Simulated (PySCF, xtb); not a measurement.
Zn(Me)(SH) (CH4SZn), SMILES [CH3][Zn][SH].

xtb with GFN2-xTB at its own geometry gives an orbital gap of 3.67 eV and a dipole moment of 3.56 D.

The structure is a stationary point at B3LYP-D3(BJ)/def2-SVP. Other conformers were not sampled.

Task: What does PBE0/def2-TZVPD in PySCF give? (An estimate is asked for; the answer gives what the named calculation found.)

Result: gap 6.60 eV (levels -7.13 and -0.53 eV), dipole 1.87 D.
